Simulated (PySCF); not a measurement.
B2Cl4, triplet, geometry from GFN2-xTB (a higher spin typed on purpose: for a closed-shell molecule this is an excited state), with bond 3-2 at 1.3 times its length. Base run: DF-B3LYP/def2-SVP run with PySCF.

Here is a job for PySCF.
```python
from pyscf import gto, scf, dft

mol = gto.Mole()
mol.atom = '''
    Cl   -1.539468   -1.666781   -0.108212
    B    -0.800127   -0.077470   -0.064743
    Cl   -2.133966    1.766427   -0.193934
    B     0.800127    0.077470    0.064743
    Cl    1.826157   -1.340912    0.164120
    Cl    1.539468    1.666781    0.108212
'''
mol.basis = 'def2-svp'
mol.charge = 0
mol.spin = 2
mol.verbose = 4
mol.build()

mf = dft.UKS(mol)
mf.xc = 'b3lyp'
mf = mf.density_fit(auxbasis='def2-universal-jkfit')
mf.kernel()
```

Variants of this job, named by their change:

```csv
change,ΔE vs base (µEh),SCF cycles,<S^2>,outcome
base,0.0,17,2.006,converged
level_shift = 0.5 (with mf.max_cycle = 100),-,100,-,not converged
conv_tol = 1e-4,222,9,2.006,converged
level_shift = 1.0 (with mf.max_cycle = 100),-,100,-,not converged
diis = off (with mf.max_cycle = 100),-,100,-,not converged
diis = off; damp = 0.3 (with mf.diis_start_cycle = 200; with mf.max_cycle = 150),-,150,-,not converged
level_shift = 0.1 (with mf.max_cycle = 100),0.0,31,2.006,converged
DIIS = ADIIS,0.0,36,2.006,converged
conv_tol_grad = 1e-3,0.0,17,2.006,converged
conv_tol = 1e-12,0.0,20,2.006,converged
init_guess = mod_huckel,7222,25,2.004,another SCF solution
diis_space = 20,0.0,16,2.006,converged
init_guess = huckel,0.0,21,2.006,converged
```

A guess, shift, damping, solver or small numerical setting can't move a converged solution much, so rows marked as another SCF solution ended in a different state.

Open shells are given as the SCF converged; they aren't shown to be the lowest states, and a large step between rows can be another state.
